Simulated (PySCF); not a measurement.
**How methods differ on the electron affinity of Pt**

Pt⁻ [Xe] 4f14 5d9 6s2 (2D) → Pt [Xe] 4f14 5d9 6s1 (3D), as a difference of total energies. Computed with PySCF 2.14 in aug-cc-pwCVDZ-PP with ECP60MDF, with a scalar-relativistic core potential. Correlated levels: valence: 5s2 5p6 frozen; valence and next inner shell: nothing frozen outside the core potential. The calculations carry no spin-orbit coupling.

| method | electron affinity (eV) |
| --- | --- |
| UHF | 0.440 |
| PBE0 | 1.816 |
| r2SCAN | 2.004 |
| M06 | 2.061 |
| r2SCAN0 | 1.815 |
| B3LYP | 2.046 |
| CAM-B3LYP | 1.848 |
| MP2 (valence) | 1.859 |
| SCS-MP2 (valence) | 1.876 |
| MP2 (valence and next inner shell) | 1.982 |
| SCS-MP2 (valence and next inner shell) | 1.953 |

Task: Estimate what PBE gives.

Result: 2.098 eV, closest to M06 among the rows shown.

Task: Estimate what LDA gives.

Result: 2.408 eV, closest to M06 among the rows shown.

The reference lies between the lowest fine-structure levels, while these numbers refer to the centres of the terms.

Errors of the correlated levels include the incompleteness of this basis and the frozen core.

In the anion the highest occupied orbital energy is positive at LDA, PBE, PBE0, r2SCAN, B3LYP, a self-interaction effect; the basis confines that electron, and the energy difference can still be sensible.

For comparison: 2.125 eV (measured; photodetachment measurements, as compiled on the Wikipedia data page of electron affinities).
